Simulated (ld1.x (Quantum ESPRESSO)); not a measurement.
# Scattering properties, TM potential for rhodium (Rh)

Rh, norm-conserving Troullier–Martins (Kleinman–Bylander form), made with ld1.x (Quantum ESPRESSO) 7.5 (PBE, non-relativistic). Core [Ar] 3d10, reference 4s2 4p6 4d8 5s1 5p0. Waves: 4s (bound): rc 1.60 bohr; 4d (bound): rc 1.78 bohr; 4p (bound): rc 1.00 bohr. Local part: the p channel. Core correction: none.

Occupied shells without a wave of their own: 5s. They enter only through the test configuration that unscreens the potential.

The phase is arctan(r·u′/u) with u = r·R(r), unwrapped; energies in Ry, scanned from -8 to 5 Ry. A pole is an energy at which the radial function vanishes at the test radius. The pseudo phase is shifted by a multiple of π to meet the all-electron one at the reference energy, and phase errors are pseudo minus all-electron; the curves can meet again beyond the range given. Levels narrower than the energy grid can be missing from the lists of poles.

For each channel, where are the poles, and over which energies does the pseudopotential scatter like the atom?

| channel | radius (bohr) | reference energy (Ry) | poles, all-electron | poles, pseudo | unbroken range about the reference energy with phases within 0.05 rad | phase error 1 Ry above the reference energy (rad) |
| --- | --- | --- | --- | --- | --- | --- |
| s | 1.94 | -5.65 | -5.37 | -5.37 | below -0.6 | -0.001 |
| p | 1.94 | -3.61 | -3.14 | -3.14 | below 2.3 | -0.000 |
| d | 1.94 | -0.46 | 0.74 | 0.74 | the whole range | -0.000 |

The potential misses its own reference levels by up to 0.4 eV.

Phases in the p channel:

```
E (Ry)  all-electron  pseudo
 -8.00         1.360   1.360
 -7.76         1.355   1.355
 -7.52         1.350   1.350
 -7.28         1.343   1.343
 -7.04         1.337   1.337
 -6.80         1.329   1.329
 -6.56         1.320   1.320
 -6.32         1.310   1.310
 -6.08         1.298   1.298
 -5.84         1.284   1.284
 -5.60         1.267   1.267
 -5.36         1.245   1.244
 -5.12         1.215   1.214
 -4.88         1.171   1.171
 -4.64         1.103   1.103
 -4.40         0.975   0.975
 -4.16         0.662   0.661
 -3.92        -0.276  -0.277
 -3.68        -1.144  -1.144
 -3.44        -1.428  -1.428
 -3.20        -1.549  -1.550
 -2.96        -1.617  -1.617
 -2.72        -1.661  -1.662
 -2.48        -1.694  -1.694
 -2.24        -1.720  -1.721
 -2.00        -1.743  -1.743
 -1.76        -1.763  -1.764
 -1.52        -1.782  -1.783
 -1.28        -1.800  -1.801
 -1.04        -1.819  -1.820
 -0.80        -1.837  -1.839
 -0.56        -1.857  -1.859
 -0.32        -1.879  -1.881
 -0.08        -1.902  -1.905
  0.16        -1.928  -1.932
  0.40        -1.958  -1.962
  0.64        -1.992  -1.998
  0.88        -2.032  -2.039
  1.12        -2.079  -2.089
  1.36        -2.137  -2.150
  1.60        -2.209  -2.227
  1.84        -2.300  -2.325
  2.08        -2.417  -2.452
  2.32        -2.570  -2.619
  2.56        -2.766  -2.832
  2.80        -3.006  -3.090
  3.04        -3.274  -3.365
  3.28        -3.535  -3.622
  3.52        -3.759  -3.835
  3.76        -3.938  -4.000
  4.00        -4.076  -4.127
  4.24        -4.181  -4.224
  4.48        -4.264  -4.300
  4.72        -4.329  -4.360
  4.96        -4.382  -4.409
```
